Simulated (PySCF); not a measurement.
## Computed structure and properties of ErOF

System: ErOF (singlet in the valence; each metal's 4f electrons, 11 of them, lie in its core potential, out of spins and levels); start: template (Cs). Method: PySCF 2.14.0, RKS PBE0, Er lcecp-1-SVP with ECP57, O def2-SVP, F def2-SVP; non-relativistic Hamiltonian with scalar-relativistic core potentials where named; density fitting; no spin-orbit coupling.

Input of the relaxation:

```python
mol = gto.M(atom='''
Er     0.04806     0.00000    -0.13810
O      1.68436     0.00000     0.59420
F     -1.83784     0.00000     0.70590''',
    basis={'Er': 'lcecp-1-SVP', 'O': 'def2-SVP', 'F': 'def2-SVP'},
    ecp={'Er': 'lcecp-1-SVP'},
    charge=0, spin=0)
mf = dft.RKS(mol, xc='PBE0')
mf.grids.atom_grid = (50, 194)  # f atoms: unpruned, at least (60, 302)
mf = mf.density_fit()  # fitting sets: Er AutoAux, O def2-universal-JKFIT, F def2-universal-JKFIT
mf.conv_tol = 1e-08; mf.max_cycle = 55
mf.kernel(dm0)  # dm0: converged density of the start geometry
# quasi-Newton relaxation in Cartesian coordinates to a largest gradient under 0.00045 Eh/bohr, steps kept in the point group
```

Run from Python with OMP_NUM_THREADS=2; the lines above give its settings. Where DIIS fails, smearing, a level shift and second-order steps follow.
It took 8.7 s on 2 threads of Arm Neoverse V1, on a shared host, from the converged density of the start.

Course of the relaxation:

```csv
step,energy above end (eV),largest force component within the symmetry (eV/Å)
0,0.1832,1.375
1,0.0887,0.570
2,0.0281,0.965
3,0.0088,0.572
4,0.0002,0.092
5,0.0000,0.029
6,0.0000,0.005
```

Relaxed geometry (Cs):

```xyz
3

Er    0.0251    0.0000   -0.3221
O     1.5192    0.0000    0.7020
F    -1.6497    0.0000    0.7821
```

```csv
contact,Å
Er1–O2 (O),1.811
Er1–F3 (F),2.006
```

On the finer grid (75, 302):

```yaml
HOMO: -6.64 eV
LUMO: -2.53 eV
Dipole_about_the_centre_of_mass: 7.59 D
Set_of_Mulliken_populations_of_Er1_outside_the_core_potential: s 2.16, p 6.25, d 1.61, f 0.08
D3_BJ_dispersion_energy_not_in_the_energies: -0.026 eV
```

```
atom  Mulliken (e)  Löwdin (e)  spin (e)
 Er1          0.90        0.70      0.00
  O2         -0.45       -0.38      0.00
  F3         -0.45       -0.31      0.00
```

The 4f levels lie in the core potential and are missing. Their spin isn't counted.

On the grid (50, 194), as all that follows. Harmonic modes: a minimum; lowest 183 cm⁻¹ (negative: unstable), highest 839 cm⁻¹, zero-point energy 0.098 eV.

Rigid scan of O along the line from its metal:

```
distance to O2 (Å)  energy (eV)
              1.51        2.687
              1.61        1.022
              1.71        0.220
              1.81        0.000
              1.91        0.160
              2.01        0.558
              2.11        1.095
              2.26        2.021
```

Taking off one F (charge -1, singlet; the rest: singlet) in vacuum, both parts rigid, costs 10.98 eV; the small basis without counterpoise inflates it. Most of it is the attraction of opposite charges; other ways to part are cheaper, and one spin state was tried for the rest.

Rigid scan of F along the line from its metal:

distance to F3 (Å), energy (eV) and a bar:
```
     1.71      1.437 ##########
     1.81      0.540 ####
     1.91      0.115 #
     2.01      0.000 
     2.11      0.086 #
     2.21      0.298 ##
     2.41      0.916 ######
     2.71      1.973 ##############
     3.11      3.235 ######################
     3.61      4.381 ##############################
```

One start shape was tried, so this needn't be the lowest isomer.

An lcecp potential fixes the number of 4f electrons, so in runs with it no electron can move into or out of that shell.
